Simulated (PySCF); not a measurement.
An unknown shows these calculated signals:

¹H NMR (500 MHz, computed): δ 7.30 (d, 1H), 6.45 (m, 1H), 4.74 (m, 2H), 3.85 (t, 1H), 2.84 (s, 6H).

¹³C{¹H} NMR (computed): δ 170.0 (C), 152.0 (CH), 138.8 (CH), 85.5 (CH), 41.2 (CH3).

[PySCF 2.14: σ from GIAO-PBE0/pcSseg-1; GFN2-xTB geometry; gas phase; non-relativistic Hamiltonian; one computed conformer; one averaged value for each set of equivalent atoms]

δ = σ(ref) − σ, references computed at the same level: ¹H, ¹³C vs TMS.

Question: Which of these does the molecule contain: a Si–H bond, a CF3 group, a non-aromatic C=C double bond, an ester, an N-methyl group, a C≡C triple bond?

Answer: 
- A Si–H bond: yes (δH 4.74 (m)).
- A CF3 group: no.
- A non-aromatic C=C double bond: yes.
- An ester: no.
- An N-methyl group: yes (δC 41.2; δH 2.84 (s)).
- A C≡C triple bond: no.

The data belong to `CN(C)C1=C[SiH2]C=C1`, C6H11NSi; they needn't prove each group on their own.

Carbon signals by region: 1 in the far downfield region (above 160 ppm), 2 in the sp2 and nitrile region (100–160 ppm), 1 at 50–100 ppm, 1 below 50 ppm. Above 160 ppm: 170.0, alkene carbon bearing nitrogen.

Shifts are as computed. Against solution values, carbons near 30 ppm lie about +3 ppm off and those near 130 ppm about +5 ppm. Of 1211 compounds with measured shifts, 218 miss one by over three times the rms of a fit or turn the order of signals round; such compounds aren't used in these exercises. Multiplicities follow the n + 1 count of equivalent neighbours, as no J values were calculated; m marks all less simple cases, F and P coupling included.
